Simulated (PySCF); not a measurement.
Isomers of C7H15B, from PBE0-D3(BJ)/def2-SVP geometry optimisation, gas phase (PySCF 2.14.0). One conformer each, no zero-point energy, no frequencies.

Problem. Which isomer lies lowest at this level?
A. `[CH3:1][CH2:2][C@H:3]1[BH:4][CH2:5][CH2:6][CH2:7][CH2:8]1` with C1–C2–C3–B4 165°, C2–C3–B4–C5 156°, C3–B4–C5–C6 -21°, B4–C5–C6–C7 39°, C5–C6–C7–C8 -60°: A = 3923, B = 1258, C = 1020 MHz, dipole 0.48 D
B. `[CH3:1][CH2:2][CH2:3][C@@H:4]1[BH:5][CH2:6][CH2:7][CH2:8]1` with C1–C2–C3–C4 179°, C2–C3–C4–B5 -171°, C3–C4–B5–C6 -146°, C4–B5–C6–C7 -11°, B5–C6–C7–C8 30°, C6–C7–C8–C4 -38°: A = 5409, B = 940.8, C = 844.9 MHz, dipole 0.41 D
C. `[CH3:1][B:2]1[CH2:3][CH2:4][CH2:5][CH2:6][C@H:7]1[CH3:8]` with C1–B2–C3–C4 -155°, B2–C3–C4–C5 -42°, C3–C4–C5–C6 58°, C4–C5–C6–C7 -60°: A = 2476, B = 1868, C = 1275 MHz, dipole 0.18 D
D. `[CH3:1][C:2]([CH3:3])([CH3:4])[BH:5][CH:6]1[CH2:7][CH2:8]1` with C2–B5–C6–C7 141°: A = 3583, B = 1051, C = 1034 MHz, dipole 0.77 D

Solution. C. That is `CB1CCCC[C@H]1C`, 11.9 kcal/mol below the next.

```json
{"SMILES": "CB1CCCC[C@H]1C", "mapped SMILES": "[CH3:1][B:2]1[CH2:3][CH2:4][CH2:5][CH2:6][C@H:7]1[CH3:8]", "E (Eh)": "-300.07869", "relative (kcal/mol)": "0.0", "relative (kJ/mol)": "0.0", "dipole (D)": "0.18"}
{"SMILES": "CC[C@H]1BCCCC1", "mapped SMILES": "[CH3:1][CH2:2][C@H:3]1[BH:4][CH2:5][CH2:6][CH2:7][CH2:8]1", "E (Eh)": "-300.05973", "relative (kcal/mol)": "11.9", "relative (kJ/mol)": "49.8", "dipole (D)": "0.48"}
{"SMILES": "CCC[C@@H]1BCCC1", "mapped SMILES": "[CH3:1][CH2:2][CH2:3][C@@H:4]1[BH:5][CH2:6][CH2:7][CH2:8]1", "E (Eh)": "-300.05398", "relative (kcal/mol)": "15.5", "relative (kJ/mol)": "64.9", "dipole (D)": "0.41"}
{"SMILES": "CC(C)(C)BC1CC1", "mapped SMILES": "[CH3:1][C:2]([CH3:3])([CH3:4])[BH:5][CH:6]1[CH2:7][CH2:8]1", "E (Eh)": "-300.02263", "relative (kcal/mol)": "35.2", "relative (kJ/mol)": "147.2", "dipole (D)": "0.77"}
```

As drawn, the highest has a three-membered ring, which the lowest lacks.
